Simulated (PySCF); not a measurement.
C3H3Cl3Si.
Cartesian coordinates in Å at the PBE0-D3(BJ)/def2-TZVP level; atoms count from 1:
```
atom  x, y, z in Å
C1     2.240   -0.049   -0.198
C2     1.054   -0.149    0.318
C3    -0.151   -0.240    0.803
Si4   -1.634    0.138   -0.208
Cl5   -2.863   -1.485   -0.276
Cl6   -2.682    1.667    0.638
Cl7   -1.113    0.657   -2.099
H8     2.791    0.883   -0.150
H9     2.707   -0.896   -0.688
H10   -0.297   -0.545    1.838
```

Level of theory: PySCF, PBE0-D3(BJ)/def2-TZVP geometry optimisation, gas phase.

Masses are those of the commonest isotopes; rigid-rotor values at the optimised geometry. 

Task: Give the principal moments of inertia and the rotational constants in GHz.

Result: Ia = 354.77, Ib = 588.46, Ic = 614.91 u·Å²; 505379 MHz·u·Å²/I gives 1425, 858.8 and 821.9 MHz, that is A = 1.4245, B = 0.8588, C = 0.8219 GHz.

Task: What kind of rotor is it?

Result: An asymmetric top. Ray's parameter κ = (2B − A − C)/(A − C) = -0.877; −1 is the prolate and +1 the oblate limit.

Task: Is it planar, by Δ = Ic − Ia − Ib?

Result: Not planar: Δ = Ic − Ia − Ib = -328.32 u·Å². For a rigid frame Δ = −2 Σ m c², so Σ m c² = 164.16 u·Å² lies off the ab plane: 5.64 from hydrogen and 158.52 from heavier atoms. The atom farthest from that plane is 2.34 Å away.

Task: Give the other two planar moments, Paa and Pbb, and the rms extents of the mass along the axes.

Result: Paa = Σ m a² = (Ib + Ic − Ia)/2 = 424.30 and Pbb = Σ m b² = (Ia + Ic − Ib)/2 = 190.61 u·Å². With the mass M = 171.91 u, the rms extents √(P/M) along a, b and c are 1.57, 1.05, 0.98 Å.

Task: Where do the levels up to J = 2 lie, in K?

Result: Above 0(0,0), as E/k:
J = 1: 1(0,1) 0.081, 1(1,1) 0.108, 1(1,0) 0.110
J = 2: 2(0,2) 0.242, 2(1,2) 0.267, 2(1,1) 0.273, 2(2,1) 0.354, 2(2,0) 0.354

Task: Which types of transition are allowed, and where do some lines up to J = 2 fall?

Result: The dipole components are |μa| = 2.03 D, |μb| = 0.00 D, |μc| = 0.84 D; the mirror of this Cs structure is the ac plane, so μb vanishes by symmetry and there are no b-type lines. Intensities carry the squares of the components, which stand as 1.00 : 0.17 (a : c). Some lines, for components of 0.1 D or more:

```json
{"type": "c", "branch": "Q", "J(Ka,Kc)": "2(1,2) ← 2(0,2)", "MHz": "531", "lower level (cm⁻¹)": "0.168"}
{"type": "c", "branch": "Q", "J(Ka,Kc)": "1(1,1) ← 1(0,1)", "MHz": "566", "lower level (cm⁻¹)": "0.056"}
{"type": "a", "branch": "R", "J(Ka,Kc)": "1(0,1) ← 0(0,0)", "MHz": "1681", "lower level (cm⁻¹)": "0.000"}
{"type": "c", "branch": "Q", "J(Ka,Kc)": "2(2,1) ← 2(1,1)", "MHz": "1697", "lower level (cm⁻¹)": "0.190"}
{"type": "c", "branch": "R", "J(Ka,Kc)": "1(1,0) ← 0(0,0)", "MHz": "2283", "lower level (cm⁻¹)": "0.000"}
{"type": "a", "branch": "R", "J(Ka,Kc)": "2(1,2) ← 1(1,1)", "MHz": "3324", "lower level (cm⁻¹)": "0.075"}
{"type": "a", "branch": "R", "J(Ka,Kc)": "2(0,2) ← 1(0,1)", "MHz": "3360", "lower level (cm⁻¹)": "0.056"}
{"type": "a", "branch": "R", "J(Ka,Kc)": "2(1,1) ← 1(1,0)", "MHz": "3398", "lower level (cm⁻¹)": "0.076"}
{"type": "c", "branch": "R", "J(Ka,Kc)": "2(1,1) ← 1(0,1)", "MHz": "4001", "lower level (cm⁻¹)": "0.056"}
{"type": "c", "branch": "R", "J(Ka,Kc)": "2(2,0) ← 1(1,0)", "MHz": "5097", "lower level (cm⁻¹)": "0.076"}
{"type": "c", "branch": "R", "J(Ka,Kc)": "2(2,1) ← 1(1,1)", "MHz": "5132", "lower level (cm⁻¹)": "0.075"}
```

Task: Estimate the classical rotational partition function at 10 K, 25 K and 50 K.

Result: Point group Cs, symmetry number σ = 1; q = (√π/σ)·√((kT/h)³/(ABC)), k/h = 20836.6 MHz/K: 5320 at 10 K, 21000 at 25 K, 59400 at 50 K.

Stationary, but not proved a minimum. Constants of a rigid frame at the computed geometry: no zero-point averaging, no centrifugal distortion. Quadrupole hyperfine structure (35Cl) is left out.

Hardware: Intel Xeon at 2.50 GHz, 2 threads, on a shared host. Cost: 10 min wall, 21 min CPU, 1.4 GiB resident at most. That covers the optimisation of the geometry.
